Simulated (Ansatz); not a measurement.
A single point on `OBCOB(F)F`.

```yaml
crystal:
  periodic: [false, false, false]
  atoms:
    - {symbol: O, position_ang: [-0.571913, -2.102956, -0.798891]}
    - {symbol: B, position_ang: [0.111624, -1.720132, 0.291521]}
    - {symbol: C, position_ang: [0.348004, -0.188557, 0.572720]}
    - {symbol: O, position_ang: [-0.259076, 0.586489, -0.472043]}
    - {symbol: B, position_ang: [-0.206971, 1.927048, -0.477398]}
    - {symbol: F, position_ang: [0.402893, 2.619717, 0.473295]}
    - {symbol: F, position_ang: [-0.782572, 2.589013, -1.463297]}
    - {symbol: H, position_ang: [-0.854888, -1.335003, -1.313755]}
    - {symbol: H, position_ang: [0.529889, -2.561669, 1.032567]}
    - {symbol: H, position_ang: [-0.072034, 0.095936, 1.544953]}
    - {symbol: H, position_ang: [1.420443, 0.033114, 0.630930]}
basis:
  gaussian: {orbitals: def2-TZVPP}
hamiltonian: {xc: pbe}
correlation: {method: rpa}
```

```sh
$ ansatz run in.yaml --threads 4 --pin off --events-out ev --progress --plain --max-ram 10444MiB
```

Shortened log:

```
Functional definition: PBE
1722 factors; integrals over basis functions are off by at most 9.5e-4 eV
mean field evaluation 1: about -11968.4100 eV, gradient 8.4e1 eV
mean field evaluation 2: about -11968.4023 eV, gradient 8.4e1 eV
mean field evaluation 4: about -11978.8290 eV, gradient 2.9e1 eV
mean field evaluation 8: about -11980.3883 eV, gradient 3.8e-1 eV
mean field evaluation 16: about -11980.3878 eV, gradient 2.7e-4 eV
mean field -11980.38781628 eV, -440.2711316497 hartree, gradient 1.7e-6 eV, S^2 0.000000; 0 other end points of the search recorded, 0 dependent functions left out
7 core orbitals not correlated: weight in the atoms' cores, before any rotation towards them, 1.000 or more for the frozen orbitals, at most 0.000 for the correlated occupied ones
reference -11932.66098062 eV, -438.5172027896 hartree; 20, 20 occupied and 246, 246 virtual orbitals, 1722 factors
Total energy: -11988.27875776 eV, -440.5611184004 hartree
```

It took 8 s on 4 threads of an Arm Neoverse V1 on a shared host, with 0.72 GiB of host memory at the peak.
